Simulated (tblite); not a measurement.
C7H17P.
SMILES with atom numbers: `[CH3:1][CH2:2][PH:3][CH2:4][C:5]([CH3:6])([CH3:7])[CH3:8]` (hydrogens: H9, H10, H11 on C1; H12, H13 on C2; H14 on P3; H15, H16 on C4; H17, H18, H19 on C6; H20, H21, H22 on C7; H23, H24, H25 on C8)

Computed geometry: GFN2-xTB, gas phase.

Task: Give the optimised bond lengths and angles.

Result: 
```tsv
bond	length (Å)	order
C1–C2	1.523	single
C2–P3	1.865	single
P3–C4	1.865	single
C4–C5	1.533	single
C5–C6, C5–C7, C5–C8	1.529	single
C1–H9, C1–H10, C1–H11	1.089	single
C2–H12, C2–H13	1.094	single
P3–H14	1.403	single
C4–H15, C4–H16	1.095	single
C6–H17 and 8 like bonds	1.088	single
```

Bonds in one row agree within 0.01 Å and their mean is given. Orders are formal, as drawn. A selection of angles:
```tsv
angle	degrees
C1–C2–P3	111.4
C2–P3–C4	96.9
P3–C4–C5	114.1
C4–C5–C6	109.9
C6–C5–C7	109.5
```

Dihedral angles: C1–C2–P3–C4 -167° (antiperiplanar); C2–P3–C4–C5 -176° (antiperiplanar); P3–C4–C5–C6 -57° (synclinal). The mirror-image conformer, all signs reversed, is as good.

P3 (phosphine phosphorus) is pyramidal (angles 96.9°, 96.3° and 94.6°, sum 287.7°, 0.86 Å off the plane of its three neighbours). Of the pairs four or more bonds apart, P3···H19 is among the closest relative to their van der Waals radii: 2.75 Å, 92 % of the sum of Bondi's values.

Point group: C1 (no symmetry element, even within 0.4 Å). Its GFN2-xTB frequencies are all real (lowest 51 cm⁻¹). One conformer, not necessarily the lowest. 3 starts were optimised and ended at 0.00, 0.06 and 0.69 kcal/mol (GFN2-xTB); the lowest of these is shown.
